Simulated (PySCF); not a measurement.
SMILES [OH][Al]([OH])[NH][SiH](F)F (H4AlF2NO2Si), PBE0/def2-SVP optimised geometry.

```
11

Si     0.25    -1.92     0.00
F      1.87    -1.92     0.00
F     -0.13    -2.67    -1.38
N     -0.38    -0.33     0.00
Al    -1.29     0.51     1.28
O     -1.87     2.09     1.12
O     -1.56    -0.36     2.71
H     -0.23    -2.70     1.15
H     -0.17     0.19    -0.85
H     -1.81     2.70     0.38
H     -2.01    -0.02     3.48
```

Density from PBE0/def2-TZVP (PySCF) at that geometry.

Minimum of the electron density along straight lines between bonded atoms, close to the bond critical point (lines longer than 1.1 times the sum of covalent radii, or with two minima, are not listed):

```csv
bond,length / Å,ρ at the minimum / e bohr⁻³,∇²ρ there / e bohr⁻⁵,position (fraction from the first atom)
Si1–F2,1.618,0.134,0.91,0.42
Si1–F3,1.618,0.133,0.91,0.42
Si1–N4,1.703,0.140,0.58,0.40
N4–Al5,1.791,0.099,0.54,0.58
Al5–O6,1.692,0.110,0.81,0.43
Al5–O7,1.691,0.112,0.82,0.43
Si1–H8,1.472,0.131,0.13,0.49
N4–H9,1.019,0.323,-1.51,0.74
O6–H10,0.956,0.359,-2.47,0.81
O7–H11,0.958,0.358,-2.46,0.81
```
